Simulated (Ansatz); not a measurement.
`F[SiH2]N[SiH3]` + `C[NH][GeH3]` → `C[N]([GeH3])[SiH2]F` + `N[SiH3]`  (ligand exchange at the Si–N bond)

Computed with Ansatz on PBE0-D4/def2-TZVP structures; ΔE is electronic, products minus reactants. CCSD(T)/CBS adds triple-zeta CCSD(T) − MP2 to the extrapolated MP2 energy (def2 sets, frozen cores). This one scheme is used for every species. Functionals use def2-TZVPP. For Ge outer-core shells are correlated without core-valence functions, which leaves a few kJ/mol of doubt a bond. Scalar relativity is left out up to krypton. One conformer a species, not always the lowest.

```tsv
level	ΔE (kcal/mol)
PBE-QIDH	-0.6
MP2/CBS(def2)	-1.2
```

Problem. What does CCSD(T)/CBS give? (Estimate.)

Solution. Ansatz gave: -0.8 kcal/mol. The listed levels differ from it by 0.2, -0.4 kcal/mol.

Largest T1 diagnostic among the species: 0.012.

In def2-TZVPP, CCSD(T) changes the Hartree–Fock value by −2.2 kcal/mol (the triples alone add −0.3 kcal/mol) and MP2 by −2.6 kcal/mol. Leaving LDA and LC-ωPBE aside and taking each functional with its dispersion term where it has one, the values, not all of them listed here, spread over 0.5 kcal/mol, from BLYP-D4 to B2PLYP. LDA lies −1.2 kcal/mol from PBE without D4. The D4 term adds −1.0 kcal/mol with B3LYP and −0.6 kcal/mol with PBE0; it sums over pairs of atoms, weighted by their polarisabilities, and B3LYP, whose exchange is more repulsive, gets the larger term.

B3LYP here is the variant with VWN-RPA as its local correlation; programs differ in this.
